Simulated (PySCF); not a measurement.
Species: C₉H₁₀.
SMILES with atom numbers: `[cH:1]1[cH:2][cH:3][c:4]([CH:5]2[CH2:6][CH2:7]2)[cH:8][cH:9]1`

Definitions: NICS(0) = −σiso at the ring centroid; NICS(1) = −σiso and NICS(1)zz = −σzz at ±1 Å along the ring normal z. Level: GIAO PBE0/pcSseg-1 (PySCF, non-relativistic, gas phase) on the GFN2-xTB geometry, one conformer.

Rings: 1. C1–C2–C3–C4–C8–C9; 2. C5–C6–C7.

```
set  NICS(0)  NICS(1), two faces  NICS(1)zz, two faces
  P     -8.3       -11.2 / -11.1         -27.7 / -27.7
  Q    -42.6         -7.2 / -8.0         -23.9 / -23.9
```

Problem. Which set (ppm) belongs to which ring?

Solution. P = 1, Q = 2.
- 1 (6-membered carbocycle; formal bonds all aromatic): mean NICS(1)zz -27.7 ppm, shielded. For a flat ring without four-coordinate atoms the NICS criterion counts such a value as aromatic.
- 2 (3-membered carbocycle; formal bonds all single): mean NICS(1)zz -23.9 ppm, shielded. C5, C6, C7 have four or more neighbours, and the NICS criterion for π rings isn't applied.

Problem. How do the rings differ in shape?

Solution. 
```tsv
ring	bond lengths (Å)	rms pucker (Å)	HOMA	nearest outside atom to a NICS(1) probe (Å)
1	1.384, 1.383, 1.392, 1.392, 1.383, 1.384	0.00	0.99	hydrogen 2.65
2	1.507, 1.492, 1.507	0.00	–	hydrogen 1.42
```

HOMA = 1 − mean of α(R − Ropt)² over the ring bonds, with Krygowski's 1993 parameters (CC: Ropt 1.388 Å, α 257.7 Å⁻²). A dash marks a ring with a four-coordinate atom, a triple bond, no multiple bond or a kind of bond without parameters.

On an Arm Neoverse V1 with one thread, no GPU (shared host), this took 38 s wall. This is the whole shielding run at PBE0/pcSseg-1, SCF included.

Shape of the structure used: `[cH:1]1[cH:2][cH:3][c:4]([CH:5]2[CH2:6][CH2:7]2)[cH:8][cH:9]1`: C3–C4–C5–C6 -144°.
